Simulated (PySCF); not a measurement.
FH₆NSi₂, SMILES [SiH2](F)[SiH2]N.

Coordinates come from a PBE-D3(BJ)/def2-SVP optimisation. This is a generated structure with no PubChem entry under its InChIKey; it may be hypothetical. One conformer was computed; it need not be the lowest.

Two levels are set side by side: PBE/def2-TZVP (PySCF) and M06-2X/def2-TZVP (PySCF). Same geometry, gas phase. Differences are taken from unrounded values.

```tsv
quantity	PBE
orbital gap (eV)	4.39
highest occupied level (eV)	-5.94
lowest empty level (eV)	-1.55
dipole moment (D)	1.26
mean polarisability (bohr³)	66.3
```

These are the PBE values. What does M06-2X give? (Estimate from the structure and the level; the computed values follow.)


```tsv
quantity	M06-2X	PBE minus M06-2X
orbital gap (eV)	8.50	-4.12
highest occupied level (eV)	-8.41	2.47
lowest empty level (eV)	0.10	-1.65
dipole moment (D)	1.26	0.00
mean polarisability (bohr³)	62.4	3.9
```

Without exact exchange PBE keeps part of each electron's self-repulsion, which lifts occupied levels and narrows the gap. PBE's more diffuse valence density responds more strongly to a field. Differences between two approximate levels are no errors against the true value.

Rough cost on one machine, each run with all the roots and properties that it gave: M06-2X against PBE about 4 times.
